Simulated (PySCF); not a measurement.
Spinor energies of Sc (scandium, neutral)

Start: [Ar] 3d1 4s2; 3d5/2 filled at m_j = +5/2. Calculated with PySCF 2.14 in x2c-SVPall-2c with one added diffuse shell each of s, d type (6s5p4d1f, 48 functions): generalised Hartree-Fock with the X2C-1e Hamiltonian and a Gaussian nucleus; one run each with spin-orbit coupling (SO) switched off, then screened by Boettger's factors. This is a chosen level, not necessarily the ground level.

| spinor shell | electrons | ε, spin-free (eV) | ε, screened SO (eV) | weight of nominal j (screened SO) | rms radius, screened SO (bohr) |
| --- | --- | --- | --- | --- | --- |
| 1s1/2 | 2 | -4537.0 | -4537.0 | 1.000 | 0.0845 |
| 2s1/2 | 2 | -523.54 | -523.55 | 1.000 | 0.370 |
| 2p1/2 | 2 | -426.43 | -429.51 | 0.998 | 0.338 |
| 2p3/2 | 4 | -426.43 | -424.92 | 0.999 | 0.340 |
| 3s1/2 | 2 | -70.480 | -70.486 | 1.000 | 1.15 |
| 3p3/2 | 4 | -42.850 | -43.105 | 0.858 | 1.27 |
| 3p1/2 | 2 | -42.850 | -42.357 | 0.717 | 1.27 |
| 3d5/2 | 1 | -9.194 | -9.183 | 1.000 | 1.94 |
| 4s1/2 | 2 | -5.755 | -5.756 | 0.997 | 4.24 |

```csv
quantity,spin-free,screened SO
E (hartree),-763.18184,-763.18371
M_J,5/2,5/2
⟨J²⟩,8.803,8.803
⟨L²⟩,6.041,6.042
⟨S²⟩,0.762,0.762
```

Each row is a mean over spinors that exchange with the open shell spreads, by up to 4.077 eV (3p3/2).

Rows whose weight is well below 1 are mixtures of j = l ± 1/2: exchange outweighs spin-orbit coupling there, and the label is only the starting occupation.

⟨J²⟩ departs a little from M_J(M_J + 1) because the unrestricted spinors polarise the closed shells.

Without spin-orbit coupling the j labels of p, d and f shells carry no meaning; the spin-free column gives the mean over the occupied spinors of each nl shell.
